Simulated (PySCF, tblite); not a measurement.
Isomers of [C5H13P2]+ (charge +1), one GFN2-xTB conformer each. Single-point energies are computed at PBE0/pcSseg-1 (PySCF, gas phase, no added dispersion term), electronic only.

Problem. Rank them by PBE0/pcSseg-1 energy, lowest first (kcal/mol).
A. `[CH3:1][P:2]1[CH2:3][CH2:4][PH2+:5][CH2:6][CH2:7]1` (charge +1) with C1–P2–C3–C4 -171°, P2–C3–C4–P5 65°, C3–C4–P5–C6 -50°, C4–P5–C6–C7 50°
B. `[CH3:1][C@@H:2]1[CH2:3][CH2:4][P@H+:5]1[CH2:6][PH2:7]` (charge +1) with C4–P5–C6–P7 45°, P5–C6–P7–H -95° and 171°, C1–C2–C3–C4 -141°, C2–C3–C4–P5 19°, C3–C4–P5–C6 -137°, C1–C2–P5–C4 137°
C. `[CH2:1]=[C:2]([CH3:3])[P@@H+:4]([PH2:5])[CH2:6][CH3:7]` (charge +1) with C1–C2–P4–P5 98°, C2–P4–P5–H 54° and -40°, C2–P4–C6–C7 178°
D. `[CH2:1]=[CH:2][CH2:3][P+:4]([CH3:5])([CH3:6])[PH2:7]` (charge +1) with C1–C2–C3–P4 -110°, C2–C3–P4–C5 73°, C3–P4–P7–H 87° and 180°

Solution. A (0.0), D (2.7), C (14.6), B (16.5).

As drawn, the highest has a four-membered ring, which the lowest lacks. Neighbours under 5.0 kcal/mol apart (CP1CC[PH2+]CC1 and C=CC[P+](C)(C)P; C=C(C)[P@@H+](P)CC and C[C@@H]1CC[P@H+]1CP) can change places with a better method, another conformer or zero-point energy. GFN2-xTB itself gives, in the same order: 0.0, 5.4, 8.9, 13.9. Both levels put the same isomer lowest; measured from each level's own lowest isomer, the values differ by up to 5.7 kcal/mol (C=C(C)[P@@H+](P)CC: 8.9 against 14.6).

Problem. Which frontier levels and rotational constants go with these structures?

Solution. 
```tsv
SMILES	HOMO (eV, PBE0/pcSseg-1)	LUMO (eV)	A, B, C (MHz)
CP1CC[PH2+]CC1	-10.69	-4.23	3110, 1321, 1042
C=CC[P+](C)(C)P	-11.71	-4.78	2075, 1277, 1047
C=C(C)[P@@H+](P)CC	-12.19	-5.51	2097, 1223, 959.0
C[C@@H]1CC[P@H+]1CP	-11.82	-4.71	2726, 1091, 1014
```

Problem. What happens when harmonic zero-point energies from GFN2-xTB frequencies are added?

Solution. 
```json
{"SMILES": "CP1CC[PH2+]CC1", "ZPE (kcal/mol)": "103.6", "electronic (kcal/mol)": "0.0", "with ZPE (kcal/mol)": "0.4"}
{"SMILES": "C=CC[P+](C)(C)P", "ZPE (kcal/mol)": "100.5", "electronic (kcal/mol)": "2.7", "with ZPE (kcal/mol)": "0.0"}
{"SMILES": "C=C(C)[P@@H+](P)CC", "ZPE (kcal/mol)": "100.7", "electronic (kcal/mol)": "14.6", "with ZPE (kcal/mol)": "12.2"}
{"SMILES": "C[C@@H]1CC[P@H+]1CP", "ZPE (kcal/mol)": "102.1", "electronic (kcal/mol)": "16.5", "with ZPE (kcal/mol)": "15.5"}
```

The zero-point energies span 3.1 kcal/mol. C=CC[P+](C)(C)P becomes the lowest.

Problem. As an exercise, what shares would exp(−E/RT) give at 500 K from these electronic energies alone (no entropy, no degeneracies)?

Solution. RT = 0.994 kcal/mol: CP1CC[PH2+]CC1 93.6 %, C=CC[P+](C)(C)P 6.4 %, C=C(C)[P@@H+](P)CC under 0.1 %, C[C@@H]1CC[P@H+]1CP under 0.1 %.
